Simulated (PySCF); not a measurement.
Two-component Hartree-Fock for O²⁺ (oxygen, charge +2)

Start: [He] 2s2 2p2; 2p1/2 filled at m_j = -1/2, +1/2. Calculated with PySCF 2.14 in x2c-QZVPPall-2c (7s4p3d2f1g, 57 functions): generalised Hartree-Fock with the X2C-1e Hamiltonian and a Gaussian nucleus; one run each with spin-orbit coupling (SO) switched off, then screened by Boettger's factors.

```
spinor shell  electrons  ε, spin-free (eV)  ε, screened SO (eV)  weight of nominal j (screened SO)  rms radius, screened SO (bohr)
       1s1/2          2            -606.13              -606.12                              1.000                           0.230
       2s1/2          2            -67.565              -67.562                              1.000                            1.13
       2p1/2          2            -55.713              -55.720                              0.504                            1.09
```

```json
{"quantity": "E (hartree)", "spin-free": "-73.15606", "screened SO": "-73.15665"}
{"quantity": "M_J", "spin-free": "0", "screened SO": "0"}
{"quantity": "⟨J²⟩", "spin-free": "2.005", "screened SO": "1.986"}
{"quantity": "⟨L²⟩", "spin-free": "2.002", "screened SO": "2.002"}
{"quantity": "⟨S²⟩", "spin-free": "2.003", "screened SO": "2.003"}
```

The determinant has a definite M_J but mixes levels of different J.

Each row is a mean over spinors that exchange with the open shell spreads, by up to 10.392 eV (2s1/2).

Rows whose weight is well below 1 are mixtures of j = l ± 1/2: exchange outweighs spin-orbit coupling there, and the label is only the starting occupation.

Without spin-orbit coupling the j labels of p, d and f shells carry no meaning; the spin-free column gives the mean over the occupied spinors of each nl shell.
